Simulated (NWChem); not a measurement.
C3H4O2Si; SMILES C1([SiH2]C(=O)C1)=O

```xyz
10

O      2.3654     0.0000    -0.5189
C      1.1833     0.0000    -0.2706
C      0.0000     0.0000    -1.2661
C     -1.1833     0.0000    -0.2706
O     -2.3654     0.0000    -0.5189
Si     0.0000     0.0000     1.3308
H      0.0000     0.8922    -1.9340
H      0.0000    -0.8922    -1.9340
H      0.0000    -1.2352     2.1917
H      0.0000     1.2352     2.1917
```
Atoms are numbered in this order, from 1.

Program: NWChem. Pople sets run with spherical d functions. Structure relaxed at the PBE-D3(BJ)/def2-SVP level.

For level PBE/6-311++G**:

* **highest occupied level (eV)**: -5.53
* **dipole (D)**: 0.44

Task: What are these values for level PBE/6-311G**?

Result: The highest occupied level (eV) is -5.31 and the dipole (D) comes out as 0.28.
